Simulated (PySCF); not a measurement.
Isomers of H6B2N2. All species are isolated molecules in the gas phase. One relaxed conformer stands for each flexible species; it need not be the lowest. Strings in code marks are SMILES.

Method: PySCF 2.14.0 with r2SCAN-D4/def2-TZVP. All candidates: neutral, multiplicity 1. Delta-SCF ions had no search for a lower state. 

The vertical ionisation energy (Delta-SCF) comes out as 9.45 eV. The HOMO comes out as -6.29 eV and the HOMO–LUMO gap comes out as 5.70 eV.

**Question.** Name which member has these values.
(A) `BB(N)N`
(B) `BNBN` (B–N–B–N torsion 180°)
(C) `NBBN` (N–B–B–N torsion 73°)

**Answer.** C, `NBBN` (N–B–B–N torsion 73°). The others give `BNBN` (B–N–B–N torsion 180°): 9.91 eV, -6.84 eV, 6.03 eV; `BB(N)N`: 9.01 eV, -5.86 eV, 3.44 eV
